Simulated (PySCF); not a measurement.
Ce⁴⁸⁺: ionisation energy

Ce⁴⁸⁺ [Ne] → Ce⁴⁹⁺ [He] 2s2 2p5 [2p1/2^2 2p3/2^3, M_J = 3/2], as a difference of total energies. Calculation: PySCF 2.14, in an even-tempered Gaussian basis (17 s from 27 bohr⁻², ratio 2.4; 13 p from 36 bohr⁻², ratio 2.4; 5 d from 130 bohr⁻², ratio 2.6; 4 f from 200 bohr⁻², ratio 2.6); the two-component X2C-1e Hamiltonian. Correlated levels: nothing frozen; the 32 highest virtual spinors dropped. "Screened" scales the spin-orbit matrix elements by Boettger's factors to mimic the two-electron term; Breit and QED terms are absent.

```tsv
method	ionisation energy (eV)
GHF (spin-free)	9169.9
GMP2 (spin-free)	9171.5
GHF (screened spin-orbit)	9027.6
GMP2 (screened spin-orbit)	9029.2
```

For this ion Breit and QED terms and the two-electron picture change, all absent here, outweigh the correlation shift from GHF to GMP2.

The spin-free rows lack the spin-orbit shift.

For comparison: 9020 ± 4 eV (theoretical estimate listed by NIST; NIST Atomic Spectra Database, ionization energies).
